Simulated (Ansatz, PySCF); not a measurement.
Reaction R1 + R2 → P1 + P2, each structure at its B3LYP-D3(BJ)/def2-TZVP stationary point, reached from a drawn start (curvature not checked).
R1, C2H6Zn (SMILES [CH3][Zn][CH3]) (charge 0, multiplicity 1):
```xyz
9

C      1.95434    -0.08662     0.03779
Zn     0.00017     0.00236    -0.00418
C     -1.95431     0.08727    -0.03899
H      2.33872    -0.66005    -0.80859
H      2.39326     0.91259    -0.00561
H      2.30163    -0.56702     0.95508
H     -2.37884    -0.36580     0.85952
H     -2.35424    -0.44463    -0.90506
H     -2.30085     1.12180    -0.08995
```
P1: CH4 (SMILES C), charge 0, multiplicity 1.
R2: H2S (SMILES S), charge 0, multiplicity 1.
P2, CH4SZn (SMILES [CH3][Zn][SH]) (charge 0, multiplicity 1):
```json
[
 {"atom": "C", "x (Å)": "-1.3075", "y (Å)": "0.2151", "z (Å)": "-0.0470"},
 {"atom": "Zn", "x (Å)": "0.5540", "y (Å)": "-0.3578", "z (Å)": "0.0010"},
 {"atom": "S", "x (Å)": "2.6378", "y (Å)": "-1.0422", "z (Å)": "0.0490"},
 {"atom": "H", "x (Å)": "-1.3960", "y (Å)": "1.1688", "z (Å)": "-0.5689"},
 {"atom": "H", "x (Å)": "-1.9155", "y (Å)": "-0.5237", "z (Å)": "-0.5708"},
 {"atom": "H", "x (Å)": "-1.6967", "y (Å)": "0.3333", "z (Å)": "0.9648"},
 {"atom": "H", "x (Å)": "3.1238", "y (Å)": "0.2065", "z (Å)": "0.1719"}
]
```

P less R. No zero-point or thermal terms; no spin–orbit coupling.

Cores are frozen in the correlated methods.

Codes used: Ansatz (a program for electronic structure); PySCF for the D3/D4 terms. Each number belongs to the level named beside it.

Total energies in hartree:

```
structure  PBE/def2-TZVPP  B3LYP-D3(BJ)/def2-TZVPP  CCSD(T)/def2-QZVPP
---------  --------------  -----------------------  ------------------
R1           -1858.856165             -1859.311271        -1858.038103
P1             -40.464282               -40.541031          -40.451038
R2            -399.227845              -399.428160         -398.958207
P2           -2217.665360             -2218.245744        -2216.592203
```

Question: Work out the reaction energy at each level in eV (1 hartree = 27.21139 eV), and say how far PBE/def2-TZVPP lies from CCSD(T)/def2-QZVPP.

Answer: 
- PBE/def2-TZVPP: (-40.464282) + (-2217.665360) − (-1858.856165) − (-399.227845) = -0.045632 hartree = -1.242 eV
- B3LYP-D3(BJ)/def2-TZVPP: (-40.541031) + (-2218.245744) − (-1859.311271) − (-399.428160) = -0.047344 hartree = -1.288 eV
- CCSD(T)/def2-QZVPP: (-40.451038) + (-2216.592203) − (-1858.038103) − (-398.958207) = -0.046931 hartree = -1.277 eV
PBE/def2-TZVPP less CCSD(T)/def2-QZVPP: 0.035 eV. CCSD(T)/def2-QZVPP is the level counted from, the highest shown, and no exact or measured value.
